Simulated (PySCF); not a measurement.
**SMILES C[NH][TlH2], CH6NTl: coupling constants with relativity**

Geometry:
```
atom   x (Å)   y (Å)   z (Å)
  C1  -1.282   0.273   0.238
  N2  -0.152  -0.577  -0.008
 Tl3   1.873  -0.024  -0.188
  H4  -2.031   0.255  -0.580
  H5  -0.958   1.322   0.340
  H6  -1.825   0.021   1.171
  H7  -0.400  -1.555  -0.111
  H8   2.839  -1.405  -0.493
  H9   1.993   1.673   0.026
```

Method: indirect couplings at PBE0/pcJ-1 (dyall-v2z on Tl), no solvent, Gaussian nuclear model, PBE0-D3(BJ)/def2-SVP geometry; PySCF integrals, density fitting.

Non-relativistic values:
| coupling | atoms | J (Hz) |
| --- | --- | --- |
| 1J(205Tl,15N) | Tl3 – N2 | -274.6 |
| 1J(205Tl,1H) | Tl3 – H8/H9 | 5303.6 |
| 2J(205Tl,13C) | Tl3 – C1 | -8.4 |
| 2J(205Tl,1H) | Tl3 – H7 | 30.8 |
| 3J(205Tl,1H) | Tl3 – H4/H5/H6 | 99.3 |

**Question.** What do two-component X2C with spin–orbit coupling give?

**Answer.** 
```csv
coupling,atoms,with spin–orbit (Hz)
"1J(205Tl,15N)",Tl3 – N2,449.5
"1J(205Tl,1H)",Tl3 – H8/H9,12781.2
"2J(205Tl,13C)",Tl3 – C1,-61.3
"2J(205Tl,1H)",Tl3 – H7,197.5
"3J(205Tl,1H)",Tl3 – H4/H5/H6,190.8
```

The largest listed coupling, 1J(205Tl,1H), ends at 2.41 times its non-relativistic value. Equivalent partners are averaged, as under fast rotation.
